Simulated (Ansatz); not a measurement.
`[NH2][In]([SH])[O][SiH3]` + NH₃ → `[NH2][In]([NH2])[SH]` + silanol  (ligand exchange at the In–O bond)

Program: Ansatz. Geometries: PBE0-D4/def2-TZVP. ΔE: electronic, gas phase. CBS: MP2 limit from def2 TZ/QZ plus the TZ coupled-cluster correction, frozen cores. This one scheme is used for every species. DFT in def2-TZVPP. def2 core potentials past Kr. For In outer-core shells are correlated without core-valence functions, which leaves a few kJ/mol of doubt a bond. One conformer a species, not always the lowest.

```csv
level,ΔE (kJ/mol)
BHLYP,44.0
CCSD(T)/def2-SVP,57.3
```

Question: What does CCSD(T)/CBS give? (An estimate is asked.)

Answer: Computed: +46.2 kJ/mol. The listed levels differ from it by -2.2, 11.1 kJ/mol.

Largest T1 diagnostic among the species: 0.015.

At CCSD(T), def2-SVP lies +11.1 kJ/mol from the extrapolated value and def2-TZVPP −0.9 kJ/mol. The D4 term adds +4.3 kJ/mol with B3LYP and +2.7 kJ/mol with PBE0; it sums over pairs of atoms, weighted by their polarisabilities, and B3LYP, whose exchange is more repulsive, gets the larger term. Leaving LDA and LC-ωPBE aside and taking each functional with its dispersion term where it has one, the values, not all of them listed here, spread over 11.8 kJ/mol, from PBE-D4 to B97M-V. LDA lies −3.8 kJ/mol from PBE without D4.

B3LYP here is the variant with VWN-RPA as its local correlation; programs differ in this.
